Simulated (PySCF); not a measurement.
Consider aluminum chloride, `[Cl][Al]([Cl])[Cl]` (AlCl3). Non-hydrogen atoms are numbered in `[Cl:1][Al:2]([Cl:3])[Cl:4]`.

Energies: ωB97X-D3(BJ)/ma-def2-TZVP (PySCF, density fitting, integration grid level 2) on PBE0-D3(BJ)/def2-SVP structures. The prefix ma- adds one diffuse s and one diffuse p function on all atoms but H. Zero-point and thermal terms (298.15 K, 1 bar) come from unscaled PBE0-D3(BJ)/def2-SVP harmonic frequencies, with soft modes damped to free rotors in the entropy.

Task: What are the vertical and the adiabatic ionisation energy for forming the radical cation?

Result: 12.08 eV vertical and 11.53 eV adiabatic, the latter with zero-point energy.

Task: Where does the unpaired spin of the relaxed radical cation sit?

Result: Cl4 (chlorine) 0.52, Cl3 (chlorine) 0.51 (intrinsic atomic orbital populations). This structure is symmetry-broken (see the note below).

Task: How far is −ε(HOMO) from the vertical value by ΔSCF?

Result: −ε(HOMO) = 11.91 eV, which is 0.17 eV below the ΔSCF value.

Known limits: spin-orbit coupling is left out of the energies, which matters for open shells on the heavier atoms; Cl1 and Cl4 are equivalent in the parent, but the relaxed radical cation is symmetry-broken (D3h to C2v), as a Jahn-Teller-type distortion or an artefact of the method; its spin populations, distances and adiabatic value belong to that structure.
